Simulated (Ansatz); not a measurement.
Input file for ClH4InOSSi, SMILES `[SiH3][O][In]([SH])[Cl]`:

```yaml
crystal:
  periodic: [false, false, false]
  atoms:
    - {symbol: Si, position_ang: [1.311314, -0.544512, -1.152161]}
    - {symbol: O, position_ang: [-0.153154, -0.201252, -0.509804]}
    - {symbol: In, position_ang: [-0.800621, 0.529843, 1.194157]}
    - {symbol: S, position_ang: [-3.109050, 0.802470, 1.523775]}
    - {symbol: Cl, position_ang: [0.823443, 1.063626, 2.743740]}
    - {symbol: H, position_ang: [1.106048, -1.081599, -2.522806]}
    - {symbol: H, position_ang: [2.035331, -1.561604, -0.339228]}
    - {symbol: H, position_ang: [2.166038, 0.672949, -1.234816]}
    - {symbol: H, position_ang: [-3.379349, 0.320089, 0.297132]}
basis:
  gaussian: {orbitals: def2-TZVPP}
correlation: {method: ccsd_t}
```

```sh
$ ansatz run in.yaml --threads 2 --pin off --events-out ev --progress --plain --max-ram 22528MiB --backend cuda --devices 0, --max-vram 18GiB
```

The program prints (abridged):

```
Functional definition: HF
1714 factors; integrals over basis functions are off by at most 9.4e-4 eV
mean field evaluation 1: about -38434.2299 eV, gradient 4.5e1 eV
mean field evaluation 2: about -38434.3944 eV, gradient 4.5e1 eV
mean field evaluation 4: about -38438.6368 eV, gradient 4.0e0 eV
mean field evaluation 8: about -38438.7115 eV, gradient 3.3e-1 eV
mean field evaluation 16: about -38438.7131 eV, gradient 1.7e-6 eV
mean field -38438.71310532 eV, -1412.5966519250 hartree, gradient 1.7e-6 eV, S^2 0.000000; 0 other end points of the search recorded, 0 dependent functions left out
20 core orbitals not correlated: weight in the atoms' cores, before any rotation towards them, 1.000 or more for the frozen orbitals, at most 0.000 for the correlated occupied ones
reference -38438.71310532 eV, -1412.5966519250 hartree; 20, 20 occupied and 223, 223 virtual orbitals, 1714 factors
second order -27.27379924 eV of doubles, -0.00000000 eV of singles
cycle   1  -27.61621627 eV  change   -3.4e-1 eV  update   1.3e-1
cycle   2  -28.30909791 eV  change   -6.9e-1 eV  update   4.0e-2
cycle   3  -28.48498951 eV  change   -1.8e-1 eV  update   2.3e-2
cycle   4  -28.47386089 eV  change    1.1e-2 eV  update   6.2e-3
cycle   5  -28.46673990 eV  change    7.1e-3 eV  update   2.8e-3
cycle   6  -28.46751286 eV  change   -7.7e-4 eV  update   9.1e-4
cycle   7  -28.46731891 eV  change    1.9e-4 eV  update   3.9e-4
cycle   8  -28.46723783 eV  change    8.1e-5 eV  update   1.3e-4
cycle   9  -28.46731633 eV  change   -7.9e-5 eV  update   6.1e-5
cycle  10  -28.46732146 eV  change   -5.1e-6 eV  update   2.0e-5
perturbative correction -1.10255607 eV, -0.0405181884 hartree
Total energy: -38468.28298285 eV, -1413.6833248810 hartree
```

Run time 7 s (2 threads of an AMD EPYC 7R13 on a shared host and a share of an NVIDIA H100 80 GB); peak host memory 0.86 GiB.

MP2 recovers 92.2 % of the CCSD(T) correlation energy and the triples give 3.7 %; T1 = 0.0141.
